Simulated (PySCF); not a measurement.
C7H10PS (charge -1).
SMILES with atom numbers: `[CH3:1][CH:2]([CH3:3])[P-:4][c:5]1[cH:6][cH:7][cH:8][s:9]1` (hydrogens: H10, H11, H12 on C1; H13 on C2; H14, H15, H16 on C3; H17 on C6; H18 on C7; H19 on C8)

A GFN2-xTB structure with every atom displaced at random (by about 0.01 Å) was refined with PBE0-D3(BJ)/def2-SVP geometry optimisation, gas phase (PySCF 2.14.0). Values at the start:

```
coordinate    start
     C1–C2  1.544 Å
    C1–H10  1.087 Å
    C1–H11  1.111 Å
     C2–P4  1.917 Å
    C2–H13  1.088 Å
     P4–C5  1.716 Å
     C5–C6  1.381 Å
     C5–S9  1.788 Å
     C6–C7  1.412 Å
    C6–H17  1.079 Å
     C7–C8  1.353 Å
    C7–H18  1.062 Å
     C8–S9  1.762 Å
    C8–H19  1.070 Å
  C1–C2–C3   111.4°
  C1–C2–P4   111.5°
  C3–C2–P4   110.0°
  P4–C5–C6   124.6°
  P4–C5–S9   126.4°
  C5–S9–C8    91.1°
  C6–C5–S9   108.9°
  C7–C8–S9   111.6°
```

Problem. How do these coordinates change at the PBE0-D3(BJ)/def2-SVP level?

Solution. 
| coordinate | PBE0-D3(BJ)/def2-SVP (Å or °) | change |
| --- | --- | --- |
| P4–C5 | 1.781 | +0.065 |
| C7–H18 | 1.095 | +0.033 |
| C2–P4 | 1.891 | -0.026 |
| C5–S9 | 1.764 | -0.024 |
| C5–C6 | 1.405 | +0.024 |
| C8–S9 | 1.740 | -0.022 |
| C7–C8 | 1.375 | +0.022 |
| C2–H13 | 1.108 | +0.020 |
| C8–H19 | 1.089 | +0.019 |
| C1–C2 | 1.527 | -0.017 |
| C1–H10 | 1.103 | +0.016 |
| C6–H17 | 1.092 | +0.013 |
| C6–C7 | 1.414 | +0.002 |
| C1–H11 | 1.110 | -0.001 |
| C5–S9–C8 | 94.0 | +2.9 |
| P4–C5–C6 | 127.1 | +2.5 |
| C1–C2–P4 | 113.4 | +1.9 |
| C7–C8–S9 | 109.7 | -1.9 |
| C6–C5–S9 | 107.4 | -1.5 |
| C3–C2–P4 | 108.6 | -1.4 |
| P4–C5–S9 | 125.4 | -1.0 |
| C1–C2–C3 | 110.6 | -0.8 |

The energy falls by 23.0 kJ/mol over 7 energy and gradient evaluations, the largest force component goes from 0.0374 to 2.3e-04 Eh/bohr, and the atoms move by 0.058 Å rms after alignment. The bond that changes most is P4–C5 (ends: phosphorus bonded to 2 C; substituted aromatic carbon), which lengthens by 0.065 Å. Bonds longer at the end by more than 0.005 Å: 12 of 19; shorter: 5. Rotational constants go from 2574, 750.9, 635.3 to 2611, 737.2, 622.6 MHz.

The run used 184 basis functions and 51 SCF cycles in all. On an Arm Neoverse V1 with one thread, no GPU, shared host, this took 2.4 min of wall time and 0.88 GiB of memory at its peak.

Stationary, but not proved a minimum. The geometry's basis has no diffuse functions, a weakness for an anion.

Shape of the structure used: `[CH3:1][CH:2]([CH3:3])[P-:4][c:5]1[cH:6][cH:7][cH:8][s:9]1`: C1–C2–P4–C5 -77°, C2–P4–C5–C6 179°.

One conformer stands for the species.
